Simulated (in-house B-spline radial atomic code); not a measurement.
**Ionising Cr¹⁵⁺ with different functionals**

Computed with a B-spline radial code for spherical atoms: scalar-relativistic (spin-free X2C) Hamiltonian, Fermi nucleus of rms radius 3.6452 fm, spin-polarised at highest spin, spherical fractional occupations for the functionals. The ionisation energy is the difference of two self-consistent energies, [He] 2s2 2p5 → [He] 2s2 2p4, without Breit or QED terms; ε is the level of the shell that loses the electron (its least bound occupied spin orbital).

Hybrids are left out here: with spherical fractional occupations of an open shell their exact exchange keeps a self-interaction that integer-occupation calculations don't have.

```json
{"method": "BLYP", "rung": "GGA", "ΔSCF (eV)": "1098.98", "-ε(2p) (eV)": "1056.42"}
{"method": "PBE", "rung": "GGA", "ΔSCF (eV)": "1098.72", "-ε(2p) (eV)": "1056.19"}
{"method": "revTPSS", "rung": "meta-GGA", "ΔSCF (eV)": "1098.36", "-ε(2p) (eV)": "1056.16"}
{"method": "TPSS", "rung": "meta-GGA", "ΔSCF (eV)": "1099.20", "-ε(2p) (eV)": "1056.92"}
```

Question: How do they compare with the NIST value?

Answer: NIST lists 1097 eV ± 1.4 (semi-empirical, ground level to ground level). Errors run from +1.16 to +2.00 eV; all lie within about twice that uncertainty, so the table can't rank the methods.
